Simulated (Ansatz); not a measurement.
Sn(OEt)H3 (C2H8OSn). Total charge 0; singlet. Geometry B3LYP-D4/def2-SVP, basis def2-TZVP, Ansatz.

Cartesian coordinates in Å:
```
Sn 0.3925 1.9545 1.1256
O 0.6095 0.1348 0.3189
C -0.4432 -0.4765 -0.3939
C 0.0306 -1.8260 -0.9096
H -1.3391 -0.6218 0.2482
H -0.7736 0.1491 -1.2517
H -0.7684 -2.3375 -1.4709
H 0.8998 -1.6968 -1.5735
H 0.3372 -2.4687 -0.0696
H 1.9059 2.2304 1.8754
H -0.9121 1.8920 2.2488
H 0.0608 3.0662 -0.1476
```

| run | HOMO (eV) | LUMO (eV) |
| --- | --- | --- |
| A | -5.86 | -1.27 |
| B | -7.38 | -0.46 |
| C | -7.60 | -0.22 |
| D | -5.81 | -1.16 |
| E | -6.73 | -0.62 |
| F | -10.13 | 1.51 |

In the def2 sets Sn takes a core potential; there is no spin–orbit coupling. LC-ωPBE has ω = 0.4 bohr⁻¹.

**Question.** The runs used LC-ωPBE, PBE, PBE0, r2SCAN0, r2SCANh, revPBE. Estimate which is which.

**Answer.** A PBE (0 % exact exchange); B PBE0 (25 % exact exchange); C r2SCAN0 (25 % exact exchange); D revPBE (0 % exact exchange); E r2SCANh (10 % exact exchange); F LC-ωPBE (range-separated). Exact exchange lowers occupied and raises empty levels; among semilocal functionals meta-GGAs tend to open the gap a little, and such runs are hard to tell apart. The gap grows from 4.59 eV (PBE) to 11.64 eV (LC-ωPBE).
